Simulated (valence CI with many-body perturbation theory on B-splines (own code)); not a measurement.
## E1 transitions of Tm56+

Method: valence CI with perturbative core correlation (CI+MBPT): three valence electrons over a frozen Dirac-Fock core [Ne], radial functions for each j: 11 s, 11 p, 10 d, 8 f, 5 g, 2 h, with the one-electron correlation potential Σ1, the two-electron term Σ2, the three-electron term Σ3, Breit, model QED; selected CI, second order for the rest, scaled by the run's own slope (own B-spline code, finite nucleus).

No measured spectrum was set against this ion. As an estimate, large intervals hold to a few tenths of a per cent, small ones and those within an open d or f shell to about a per cent.

Lines 201 to 250 of 588 in falling wavelength, among levels below 22276 × 10³ cm⁻¹, chosen from the strongest by gf and those to the six lowest levels. Wavelengths and rates use the calculated energies. Electric multipoles are in the length gauge, E1 and E2 with the static RPA response of the core. Weak lines are less certain than strong ones. Lines between different terms over intervals too small for the method are left out, as are lines whose strength nearly cancels. The highest levels of a list are the least certain.

Levels are named by their leading jj configuration (3d3/2^4 stands for four electrons in 3d with j = 3/2), which in mixed levels can hold well under half, so a name can repeat and another be missing. Letters in brackets count levels of one name in rising energy.

```
λ vac (Å)                          Upper                          Lower   A (s⁻¹)  log gf  Branch %
    45.28         (3s 3d3/2 3d5/2) J=9/2         (3s 3p3/2 3d3/2) J=7/2  2.63e+11   -0.09      19.0
    45.26  (3p3/2 3d3/2 3d5/2) J=3/2 [c]          (3p3/2^2 3d3/2) J=1/2  1.82e+11   -0.65       7.8
    45.21                (3d5/2^3) J=9/2         (3p3/2 3d5/2^2) J=11/2  2.85e+10   -1.06       5.1
    45.18     (3s 3p1/2 3d5/2) J=5/2 [b]         (3s 3p1/2 3p3/2) J=5/2  5.69e+10   -0.98      30.3
    45.08  (3p3/2 3d3/2 3d5/2) J=5/2 [d]          (3p3/2^2 3d3/2) J=7/2  5.62e+10   -0.99       2.7
    45.01          (3d3/2 3d5/2^2) J=9/2  (3p3/2 3d3/2 3d5/2) J=9/2 [a]  1.23e+11   -0.43      10.1
    44.75      (3d3/2 3d5/2^2) J=5/2 [b]  (3p3/2 3d3/2 3d5/2) J=5/2 [b]  1.07e+11   -0.71       8.1
    44.72             (3s 3d5/2^2) J=5/2     (3s 3p3/2 3d5/2) J=5/2 [a]  3.10e+11   -0.25      52.7
    44.40         (3s 3p1/2 3d5/2) J=3/2         (3s 3p1/2 3p3/2) J=5/2  1.97e+10   -1.63       3.9
    44.40             (3s 3d5/2^2) J=3/2     (3s 3p3/2 3d5/2) J=3/2 [a]  1.64e+11   -0.71      23.2
    44.18                (3d5/2^3) J=3/2      (3p3/2 3d5/2^2) J=5/2 [a]  1.96e+11   -0.64      27.3
    43.96     (3s 3d3/2 3d5/2) J=7/2 [b]         (3s 3p3/2 3d3/2) J=7/2  5.26e+10   -0.91       4.4
    43.62             (3s 3d5/2^2) J=7/2     (3s 3p3/2 3d5/2) J=5/2 [a]  4.13e+10   -1.03       7.4
    43.49     (3s 3d3/2 3d5/2) J=5/2 [b]     (3s 3p3/2 3d3/2) J=5/2 [a]  7.28e+10   -0.91       3.9
    43.44     (3s 3p3/2 3d5/2) J=7/2 [b]             (3s 3p3/2^2) J=5/2  2.17e+11   -0.31      16.2
    43.39             (3s 3d5/2^2) J=9/2         (3s 3p3/2 3d5/2) J=9/2  1.42e+11   -0.40      28.2
    42.90      (3p3/2 3d5/2^2) J=7/2 [b]          (3p3/2^2 3d5/2) J=7/2  1.97e+11   -0.36      12.9
    42.67                (3d5/2^3) J=5/2      (3p3/2 3d5/2^2) J=7/2 [a]  7.59e+10   -0.91      10.3
    42.64     (3s 3p1/2 3d5/2) J=5/2 [b]     (3s 3p1/2 3p3/2) J=3/2 [a]  6.06e+09   -2.00       3.2
    42.20      (3p3/2 3d5/2^2) J=3/2 [b]          (3p3/2^2 3d5/2) J=1/2  1.35e+11   -0.84       7.9
    41.94         (3s 3p1/2 3d5/2) J=3/2     (3s 3p1/2 3p3/2) J=3/2 [a]  4.56e+10   -1.32       9.1
    37.15          (3p3/2^2 3d3/2) J=7/2     (3s 3p3/2 3d5/2) J=5/2 [b]  6.18e+10   -0.99       2.1
    33.42          (3p3/2^2 3d5/2) J=7/2     (3s 3p3/2 3d5/2) J=5/2 [b]  3.19e+11   -0.37      15.5
    32.73  (3p3/2 3d3/2 3d5/2) J=9/2 [b]             (3s 3d5/2^2) J=9/2  1.03e+11   -0.78       5.2
    32.52  (3p3/2 3d3/2 3d5/2) J=7/2 [a]     (3s 3d3/2 3d5/2) J=7/2 [b]  1.03e+11   -0.89       5.3
    32.36     (3s 3p1/2 3p3/2) J=3/2 [a]             (3s^2 3p1/2) J=1/2  5.77e+09   -2.44      76.7
    32.31      (3p3/2 3d5/2^2) J=5/2 [a]             (3s 3d5/2^2) J=3/2  3.06e+11   -0.54      22.7
    32.10          (3p3/2^2 3d5/2) J=1/2     (3s 3p3/2 3d5/2) J=3/2 [b]  6.03e+11   -0.73      25.6
    31.80      (3p3/2 3d5/2^2) J=5/2 [a]             (3s 3d5/2^2) J=7/2  2.60e+11   -0.63      19.3
    31.80     (3s 3p3/2 3d5/2) J=5/2 [a]             (3s^2 3d5/2) J=5/2  2.47e+11   -0.65      46.1
    31.74          (3p3/2^2 3d5/2) J=9/2     (3s 3p3/2 3d5/2) J=7/2 [b]  1.03e+12    0.19      54.5
    31.74      (3p3/2 3d5/2^2) J=7/2 [a]             (3s 3d5/2^2) J=7/2  1.81e+11   -0.66      15.9
    31.69  (3p3/2 3d3/2 3d5/2) J=3/2 [a]     (3s 3d3/2 3d5/2) J=3/2 [b]  2.63e+11   -0.80      11.7
    31.66          (3p3/2^2 3d3/2) J=1/2     (3s 3p3/2 3d3/2) J=1/2 [b]  7.95e+11   -0.62      24.9
    31.64          (3p3/2^2 3d5/2) J=7/2     (3s 3p3/2 3d5/2) J=7/2 [b]  2.22e+11   -0.57      10.8
    31.53          (3p3/2 3d5/2^2) J=9/2             (3s 3d5/2^2) J=7/2  2.61e+11   -0.41      20.3
    31.52          (3p3/2^2 3d3/2) J=5/2     (3s 3p3/2 3d3/2) J=5/2 [b]  9.48e+10   -1.07       3.2
    31.37             (3s 3p3/2^2) J=5/2             (3s^2 3p3/2) J=3/2  4.24e+11   -0.43     100.0
    31.37  (3p3/2 3d3/2 3d5/2) J=5/2 [b]     (3s 3d3/2 3d5/2) J=5/2 [b]  4.20e+11   -0.43      19.6
    31.35  (3p1/2 3p3/2 3d5/2) J=3/2 [a]         (3s 3p1/2 3d5/2) J=3/2  4.56e+11   -0.57      46.9
    31.24      (3p3/2 3d5/2^2) J=5/2 [a]             (3s 3d5/2^2) J=5/2  3.24e+11   -0.55      24.0
    31.20     (3p3/2 3d3/2 3d5/2) J=11/2         (3s 3d3/2 3d5/2) J=9/2  1.13e+12    0.30      75.9
    31.19          (3p1/2 3p3/2^2) J=3/2         (3s 3p1/2 3p3/2) J=1/2  7.00e+11   -0.39      37.5
    31.18      (3p3/2 3d5/2^2) J=7/2 [a]             (3s 3d5/2^2) J=5/2  6.44e+11   -0.12      56.5
    31.14          (3p3/2^2 3d3/2) J=7/2     (3s 3p3/2 3d3/2) J=5/2 [b]  1.46e+12    0.23      50.6
    31.10     (3s 3p3/2 3d5/2) J=7/2 [a]             (3s^2 3d5/2) J=5/2  9.70e+10   -0.95      24.4
    31.07         (3p3/2 3d5/2^2) J=11/2             (3s 3d5/2^2) J=9/2  8.00e+11    0.14      83.1
    31.06  (3p3/2 3d3/2 3d5/2) J=7/2 [b]     (3s 3d3/2 3d5/2) J=7/2 [b]  4.65e+11   -0.27      24.2
    31.04  (3p3/2 3d3/2 3d5/2) J=7/2 [b]     (3s 3d3/2 3d5/2) J=5/2 [b]  5.11e+11   -0.23      26.6
    31.02  (3p3/2 3d3/2 3d5/2) J=9/2 [a]     (3s 3d3/2 3d5/2) J=7/2 [a]  7.32e+11    0.02      40.5
```
